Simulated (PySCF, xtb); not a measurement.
C4H7NSi, SMILES CC1=CN=C[SiH2]1.

GFN2-xTB (xtb) at its own geometry gives an orbital gap of 1.91 eV and a dipole moment of 2.66 D.

Geometry optimised at B3LYP-D3(BJ)/def2-SVP. This is a generated structure with no PubChem entry under its InChIKey; it may be hypothetical.

**Question.** What does PBE0/def2-TZVP run with PySCF give? (An estimate is asked for; the answer gives what the named calculation found.)

**Answer.** gap 5.12 eV (levels -7.01 and -1.88 eV), dipole 1.89 D.
